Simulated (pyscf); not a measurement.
**HO–P•–OH, doublet**

Gas-phase minimum from PySCF at ωB97X-D3(BJ)/def2-SVP, one conformer. Other isomers of HO–P•–OH were not searched in full and may lie lower. 

```
P
O 1 1.6464
H 2 0.9690 1 111.26
O 1 1.6708 2 96.82 3 -20.49
H 4 0.9659 1 111.89 2 158.45
```
Charge 0, spin multiplicity 2.

Properties at ωB97X-D3(BJ)/def2-SVP:

| Property | Value |
|---|---|
| Harmonic wavenumbers, unscaled | 166, 204, 366, 832, 868, 942, 1007, 3839, 3887 cm⁻¹ |
| Zero-point energy | 17.3 kcal/mol |
| Rotational symmetry number | 1 |
| Entropy of this conformer at 298 K and 1 atm, rigid rotor and harmonic oscillator, modes under 100 cm⁻¹ raised to 100 | 288.4 J/(mol K) |
| Dipole moment | 2.17 D |
| Spin expectation value S2 | 0.754 |

Single-point totals, which compare only within one level (frozen core for MP2 and CC):

```json
[
 {"level": "ωB97X-D3(BJ)/def2-TZVP", "total energy (hartree)": "-493.12303"},
 {"level": "PBE/def2-TZVP", "total energy (hartree)": "-492.77821"},
 {"level": "r²SCAN/def2-TZVP", "total energy (hartree)": "-492.99154"},
 {"level": "B3LYP-D3(BJ)/def2-TZVP", "total energy (hartree)": "-493.11488"},
 {"level": "PBE0-D3(BJ)/def2-TZVP", "total energy (hartree)": "-492.80315"},
 {"level": "M06-2X/def2-TZVP", "total energy (hartree)": "-493.01165"},
 {"level": "ωB97M-D3(BJ)/def2-TZVP", "total energy (hartree)": "-493.16611"},
 {"level": "UHF/def2-TZVPP", "total energy (hartree)": "-491.73037"},
 {"level": "MP2/def2-TZVPP", "total energy (hartree)": "-492.33693"},
 {"level": "CCSD/def2-TZVPP", "total energy (hartree)": "-492.35414"},
 {"level": "CCSD(T)/def2-TZVPP", "total energy (hartree)": "-492.37832"}
]
```

Soft torsions are taken as harmonic, which can shift the entropy by several J/(mol K). The CCSD(T) − MP2 part came from Ansatz, without density fitting, on the same reference.
